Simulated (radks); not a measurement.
Question: Isoelectronic series with 4 electrons, all held in the configuration [He] 2s2, which need not be the ground one along the series. Method: non-relativistic Kohn-Sham, PBE, spin-unpolarised, spherical densities, point nucleus; computed with a radial shooting solver on a logarithmic mesh with Libxc functionals. Total energies (hartree) and screening constants sigma, defined by e = -(Z - sigma)^2 / (2 n^2) hartree:

ion    E (hartree)     2s     1s
Be       -14.62995  2.716  1.206
C2+      -36.46109  2.555  1.239
Ne6+    -110.14248  2.483  1.255
Mg8+    -161.98504  2.469  1.258
Si10+   -223.82798  2.460  1.260
S12+    -295.67113  2.453  1.261
Ar14+   -377.51440  2.448  1.262
Ca16+   -469.35774  2.444  1.263
Ti18+   -571.20114  2.441  1.263
Cr20+   -683.04457  2.439  1.264
Fe22+   -804.88803  2.436  1.264
Ni24+   -936.73152  2.435  1.265
Zn26+  -1078.57501  2.433  1.265
Ge28+  -1230.41852  2.432  1.265
Se30+  -1392.26205  2.431  1.266

Estimate the row of O4+.

Answer: E (hartree) -68.30072; 2s 2.507; 1s 1.249.
